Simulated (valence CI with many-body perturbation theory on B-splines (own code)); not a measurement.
E1 transitions of Lu57+

Computed by relativistic CI+MBPT: four valence electrons over a frozen Dirac-Fock core [Ne], radial functions for each j: 11 s, 11 p, 9 d, 7 f, 5 g, 2 h, 1 i, with the one-electron correlation potential Σ1 (screened to all orders), the two-electron term Σ2, the three-electron term Σ3, Breit, model QED; selected single and double excitations, second order for the rest (own B-spline code, finite nucleus).

No measured spectrum was set against this ion. As an estimate, large intervals hold to a few tenths of a per cent, small ones and those within an open d or f shell to about a per cent.

Lines 101 to 150 of 235 in falling wavelength, among levels below 8875.0 × 10³ cm⁻¹, chosen from the strongest by gf and those to the six lowest levels. Wavelengths and rates use the calculated energies. Electric multipoles are in the length gauge, E1 and E2 with the static RPA response of the core. Weak lines are less certain than strong ones. Lines between different terms over intervals too small for the method are left out, as are lines whose strength nearly cancels. The highest levels of a list are the least certain.

Levels are named by their leading jj configuration (3d3/2^4 stands for four electrons in 3d with j = 3/2), which in mixed levels can hold well under half, so a name can repeat and another be missing. Letters in brackets count levels of one name in rising energy.

| λ vac (nm) | Upper | Lower | A (s⁻¹) | S (a.u.) with core polarisation | S without |
| --- | --- | --- | --- | --- | --- |
| 3.953 | (3s^2 3p3/2 3d5/2) J=1 | (3s^2 3p3/2^2) J=2 | 6.52e+10 | 5.96e-03 | 6.05e-03 |
| 3.872 | (3s 3p1/2 3p3/2 3d5/2) J=3 [c] | (3s 3p1/2 3p3/2^2) J=2 [a] | 1.33e+11 | 2.67e-02 | 2.71e-02 |
| 3.860 | (3s 3p1/2 3p3/2 3d5/2) J=3 [d] | (3s 3p1/2 3p3/2^2) J=3 | 5.00e+10 | 9.93e-03 | 1.01e-02 |
| 3.762 | (3s 3p1/2 3p3/2 3d5/2) J=2 [d] | (3s 3p1/2 3p3/2^2) J=3 | 3.96e+10 | 5.20e-03 | 5.28e-03 |
| 2.968 | (3s 3p1/2 3p3/2 3d3/2) J=2 [a] | (3s^2 3p1/2 3d3/2) J=2 | 7.77e+09 | 5.01e-04 | 5.09e-04 |
| 2.914 | (3s 3p1/2 3p3/2^2) J=2 [a] | (3s^2 3p1/2 3p3/2) J=2 | 1.33e+10 | 8.12e-04 | 8.24e-04 |
| 2.904 | (3s 3p1/2 3p3/2 3d5/2) J=2 [a] | (3s^2 3p1/2 3d5/2) J=2 | 1.82e+11 | 1.10e-02 | 1.12e-02 |
| 2.898 | (3s 3p1/2 3p3/2 3d3/2) J=1 [a] | (3s^2 3p1/2 3d3/2) J=2 | 1.25e+10 | 4.51e-04 | 4.58e-04 |
| 2.864 | (3s 3p1/2 3p3/2 3d3/2) J=3 [a] | (3s^2 3p1/2 3d3/2) J=2 | 1.05e+10 | 8.53e-04 | 8.66e-04 |
| 2.854 | (3s 3p1/2 3p3/2^2) J=2 [a] | (3s^2 3p1/2 3p3/2) J=1 | 4.02e+11 | 2.30e-02 | 2.34e-02 |
| 2.844 | (3s 3p1/2 3p3/2 3d3/2) J=2 [b] | (3s^2 3p1/2 3d3/2) J=2 | 3.29e+10 | 1.87e-03 | 1.89e-03 |
| 2.802 | (3s 3p1/2 3p3/2 3d3/2) J=2 [a] | (3s 3p1/2^2 3p3/2) J=1 | 2.26e+11 | 1.23e-02 | 1.25e-02 |
| 2.801 | (3s 3p1/2 3p3/2^2) J=3 | (3s^2 3p1/2 3p3/2) J=2 | 2.63e+11 | 2.00e-02 | 2.03e-02 |
| 2.783 | (3s 3p1/2 3p3/2 3d5/2) J=3 [b] | (3s^2 3p1/2 3d5/2) J=3 | 1.93e+11 | 1.44e-02 | 1.46e-02 |
| 2.765 | (3s 3p1/2 3p3/2 3d5/2) J=4 [b] | (3s^2 3p1/2 3d5/2) J=3 | 8.42e+10 | 7.91e-03 | 8.02e-03 |
| 2.756 | (3s 3p1/2 3p3/2 3d3/2) J=0 [a] | (3s 3p1/2^2 3p3/2) J=1 | 6.32e+10 | 6.53e-04 | 6.62e-04 |
| 2.756 | (3s 3p1/2 3p3/2 3d5/2) J=2 [b] | (3s^2 3p1/2 3d5/2) J=3 | 2.09e+11 | 1.08e-02 | 1.10e-02 |
| 2.750 | (3s 3p1/2 3p3/2 3d5/2) J=2 [b] | (3s^2 3p1/2 3d5/2) J=2 | 4.34e+10 | 2.23e-03 | 2.26e-03 |
| 2.740 | (3s 3p1/2 3p3/2 3d3/2) J=1 [a] | (3s 3p1/2^2 3p3/2) J=1 | 2.45e+07 | 7.45e-07 | 7.59e-07 |
| 2.697 | (3s 3p1/2 3p3/2 3d5/2) J=3 [c] | (3s^2 3p1/2 3d5/2) J=3 | 4.32e+10 | 2.93e-03 | 2.98e-03 |
| 2.696 | (3s 3p1/2 3p3/2 3d3/2) J=1 [d] | (3s^2 3p1/2 3d3/2) J=1 | 4.54e+11 | 1.32e-02 | 1.34e-02 |
| 2.692 | (3s 3p1/2 3p3/2 3d3/2) J=2 [b] | (3s 3p1/2^2 3p3/2) J=1 | 3.96e+11 | 1.91e-02 | 1.94e-02 |
| 2.692 | (3s 3p1/2 3p3/2 3d5/2) J=3 [c] | (3s^2 3p1/2 3d5/2) J=2 | 1.07e+12 | 7.21e-02 | 7.32e-02 |
| 2.688 | (3s 3p3/2^3) J=2 | (3s^2 3p3/2^2) J=2 | 1.57e+12 | 7.52e-02 | 7.64e-02 |
| 2.683 | (3s 3p1/2 3p3/2 3d3/2) J=2 [c] | (3s^2 3p1/2 3d3/2) J=2 | 6.38e+11 | 3.04e-02 | 3.08e-02 |
| 2.682 | (3s 3p1/2 3p3/2 3d5/2) J=4 [c] | (3s^2 3p1/2 3d5/2) J=3 | 7.32e+11 | 6.27e-02 | 6.37e-02 |
| 2.679 | (3s 3p1/2 3p3/2^2) J=0 | (3s^2 3p1/2 3p3/2) J=1 | 4.97e+11 | 4.71e-03 | 4.78e-03 |
| 2.675 | (3s 3p1/2 3p3/2 3d3/2) J=2 [e] | (3s^2 3p1/2 3d3/2) J=1 | 1.27e+12 | 6.01e-02 | 6.10e-02 |
| 2.666 | (3s 3p1/2 3p3/2 3d3/2) J=0 [b] | (3s^2 3p1/2 3d3/2) J=1 | 8.57e+11 | 8.02e-03 | 8.14e-03 |
| 2.662 | (3s 3p1/2 3p3/2 3d5/2) J=1 [b] | (3s^2 3p1/2 3d5/2) J=2 | 3.40e+11 | 9.51e-03 | 9.65e-03 |
| 2.651 | (3s 3p1/2 3p3/2^2) J=1 [a] | (3s^2 3p1/2 3p3/2) J=2 | 1.68e+10 | 4.65e-04 | 4.72e-04 |
| 2.649 | (3s 3p1/2 3p3/2 3d3/2) J=3 [b] | (3s^2 3p1/2 3d3/2) J=2 | 9.04e+10 | 5.81e-03 | 5.90e-03 |
| 2.649 | (3s 3p1/2 3p3/2^2) J=2 [b] | (3s^2 3p1/2 3p3/2) J=2 | 1.03e+12 | 4.72e-02 | 4.80e-02 |
| 2.647 | (3s 3p1/2^2 3p3/2) J=1 | (3s^2 3p1/2^2) J=0 | 5.41e+11 | 1.49e-02 | 1.51e-02 |
| 2.643 | (3s 3p1/2 3p3/2 3d3/2) J=2 [a] | (3s 3p1/2^2 3p3/2) J=2 | 7.08e+10 | 3.23e-03 | 3.27e-03 |
| 2.632 | (3p1/2^2 3p3/2^2) J=0 | (3s 3p1/2^2 3p3/2) J=1 | 9.72e+11 | 8.75e-03 | 8.88e-03 |
| 2.624 | (3s 3p1/2 3p3/2 3d3/2) J=1 [b] | (3s^2 3p1/2 3d3/2) J=2 | 9.35e+10 | 2.50e-03 | 2.54e-03 |
| 2.618 | (3s 3p3/2^3) J=1 | (3s^2 3p3/2^2) J=0 | 1.05e+12 | 2.79e-02 | 2.84e-02 |
| 2.617 | (3s 3p1/2 3p3/2 3d3/2) J=2 [d] | (3s^2 3p1/2 3d3/2) J=2 | 1.47e+11 | 6.48e-03 | 6.58e-03 |
| 2.602 | (3s 3p1/2 3p3/2^2) J=1 [a] | (3s^2 3p1/2 3p3/2) J=1 | 8.11e+11 | 2.12e-02 | 2.15e-02 |
| 2.600 | (3s 3p1/2 3p3/2^2) J=2 [b] | (3s^2 3p1/2 3p3/2) J=1 | 1.67e+10 | 7.25e-04 | 7.36e-04 |
| 2.598 | (3s 3p1/2 3p3/2 3d3/2) J=3 [c] | (3s^2 3p1/2 3d3/2) J=2 | 1.57e+12 | 9.50e-02 | 9.65e-02 |
| 2.598 | (3s 3p1/2 3p3/2 3d5/2) J=1 [c] | (3s^2 3p1/2 3d5/2) J=2 | 3.80e+11 | 9.87e-03 | 1.00e-02 |
| 2.595 | (3s 3p1/2 3p3/2 3d5/2) J=3 [d] | (3s^2 3p1/2 3d5/2) J=3 | 8.22e+11 | 4.97e-02 | 5.04e-02 |
| 2.591 | (3s 3p1/2 3p3/2^2) J=1 [b] | (3s^2 3p1/2 3p3/2) J=2 | 1.72e+12 | 4.44e-02 | 4.51e-02 |
| 2.590 | (3s 3p1/2 3p3/2 3d5/2) J=3 [d] | (3s^2 3p1/2 3d5/2) J=2 | 1.49e+11 | 8.94e-03 | 9.07e-03 |
| 2.589 | (3s 3p1/2 3p3/2 3d3/2) J=1 [c] | (3s^2 3p1/2 3d3/2) J=2 | 1.89e+12 | 4.85e-02 | 4.92e-02 |
| 2.588 | (3s 3p1/2 3p3/2 3d5/2) J=2 [c] | (3s^2 3p1/2 3d5/2) J=3 | 2.29e+11 | 9.80e-03 | 9.95e-03 |
| 2.587 | (3s 3p1/2 3p3/2 3d3/2) J=1 [a] | (3s 3p1/2^2 3p3/2) J=2 | 2.60e+10 | 6.68e-04 | 6.78e-04 |
| 2.583 | (3s 3p1/2 3p3/2 3d5/2) J=2 [c] | (3s^2 3p1/2 3d5/2) J=2 | 3.11e+11 | 1.32e-02 | 1.34e-02 |
